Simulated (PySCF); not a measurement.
CH₅F₂NOSi, SMILES CN[Si](O)(F)F.

Geometry optimised at r2SCAN-D4/def2-SVP. This is a generated structure with no PubChem entry under its InChIKey; it may be hypothetical. One conformer was computed; it need not be the lowest.

Vertical ionisation energy (IE) and electron affinity (EA) in eV. Rows of orbital energies are one-electron estimates. Where ΔSCF, EOM or ADC give a negative EA the extra electron is unbound and the value depends on the basis.

```csv
level,IE,EA
"−ε(HOMO), −ε(LUMO), PBE0/def2-TZVP (PySCF)",7.58,-0.41
"−ε(HOMO), −ε(LUMO), PBE/def2-TZVP (PySCF)",6.11,0.48
```
